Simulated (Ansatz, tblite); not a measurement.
Forces on MoNF3 at its PBE-D4/def2-SVP geometry. Charge 0, multiplicity 1.

In the def2 sets Mo takes a core potential; there is no spin–orbit coupling. The xTB rows come from tblite. The restricted singlet is unstable towards broken spin symmetry in Hartree–Fock (as tested in another run); at revPBE-D4/def2-TZVP this wasn't settled.

GFN1-xTB (tblite), largest force 6.38 eV/Å:

```xyz
5
positions Å, forces eV/Å
Mo    0.012    0.000    0.042    1.816    0.072    6.116
N    -0.455   -0.018   -1.531   -1.518   -0.061   -5.113
F     1.072   -1.507    0.239   -0.936    1.364   -0.102
F    -1.568   -0.069    1.007    1.453    0.064   -0.796
F     0.938    1.593    0.243   -0.814   -1.440   -0.105
```

GFN2-xTB (tblite), largest force 4.99 eV/Å:

```
Mo 1.421 0.057 4.785
N -1.182 -0.047 -3.980
F -0.470 0.635 -0.160
F 0.644 0.028 -0.484
F -0.413 -0.673 -0.161
```

revPBE-D4/def2-TZVP (Ansatz), largest force 0.26 eV/Å:

```
Mo -0.010 0.000 -0.034
N -0.061 -0.002 -0.205
F 0.152 -0.209 0.044
F -0.214 -0.009 0.150
F 0.133 0.221 0.044
```
